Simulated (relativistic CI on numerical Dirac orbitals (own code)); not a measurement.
## The spin-orbit constant of Kr⁴⁺ from its measured fine structure

Problem. The ground term 3P of Kr⁴⁺ (4s2 4p2) has the measured levels J = 0: 0.0, J = 1: 3742.9, J = 2: 7595.3 cm⁻¹ (Saloman, J. Phys. Chem. Ref. Data 36, 215 (2007)). Test the interval rule and estimate ζ(4p).

Working.
1. In LS coupling E(J) − E(J − 1) = AJ. The intervals give A = 3742.9 (J = 1), 1926.2 (J = 2) cm⁻¹.
2. These values spread by 72 % of their mean, from second-order spin-orbit mixing with other terms and from spin-spin terms.
3. The whole width divided by the sum of the upper J values gives a mean A = 2531.8 cm⁻¹.
4. For the Hund term of a shell that is less than half full, A = +ζ/2S with 2S = 2, so ζ = 5064 cm⁻¹.

Check. The value calculated from Dirac-Coulomb-Breit radial functions of this configuration is ζ = 4930 cm⁻¹, 3 % below the estimate from measurement. The same recipe applied to the calculated levels returns 4959 cm⁻¹, which shows the bias of the recipe itself. Where the interval rule fails, the estimate is only rough.
